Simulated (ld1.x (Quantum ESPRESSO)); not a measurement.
**What one change does to a pseudopotential (technetium (Tc), TM semilocal)**

```json
{"Element": "technetium", "Generator": "ld1.x (Quantum ESPRESSO) 7.5", "Type": "norm-conserving Troullier–Martins (semilocal form)", "Functional": "PBE", "Relativity": "scalar-relativistic", "Frozen core": "[Kr]", "Valence charge": "7", "Reference configuration": "4d5 5s1 5p1", "Partial waves": "5p (bound): rc 3.85 bohr; 4d (bound): rc 2.30 bohr; 5s (bound): rc 2.20 bohr", "Local potential": "the s channel", "Core correction": "none"}
```

Change: wave 5p (bound): rc 3.85 bohr becomes 5p (bound): rc 5.48 bohr.

Cutoffs: the cutoffs (Ry, on a coarse ladder) from which the occupation-weighted sum of valence levels, in a spherical-Bessel basis at the reference potential, stays within 10 and 1 mRy of its value at 400 Ry; they do not see the model core or the augmentation charge, which bear on the density cutoff. Errors are all-electron minus pseudo energies relative to the spin-unpolarised reference configuration.

**Question.** Predict the effect on cutoff, ghosts and configuration errors.

**Answer.** The potential gets neither clearly harder nor softer (35 Ry and 45 Ry → 35 Ry and 45 Ry); of the 7 tests that both files solve, the error grows in 5 and shrinks in 2 by more than 15 % and 0.3 meV (median size 6.0 → 17.8 meV); neither file shows a bound ghost. A semilocal file is local in each channel, so a ghost entry of none says nothing of the separable form that plane-wave codes build from it.

| quantity | base | changed |
| --- | --- | --- |
| cutoff, loose | 35 Ry | 35 Ry |
| cutoff, tight | 45 Ry | 45 Ry |
| bound ghosts | none | none |
| error for 4d5 5s2 5p0, meV [ΔE -3.75 eV] | +6.0 | +15 |
| error for 4d5 5s1 5p0, meV [ΔE 4.40 eV] | +1.4 | -7.3 |
| error for 4d5 5s0 5p0, meV [ΔE 19.25 eV] | +63 | +30 |
| error for 4d4 5s2 5p0, meV [ΔE 7.89 eV] | -1.6 | -33 |
| error for 4d3 5s0 5p0, meV [ΔE 89.99 eV] | +102 | -51 |
| error for 4d5 5s0 5p2, meV [ΔE 3.96 eV] | +6.6 | +18 |
| error for 4d5 5s1.5 5p0, meV [ΔE -0.47 eV] | +0.9 | +1.9 |
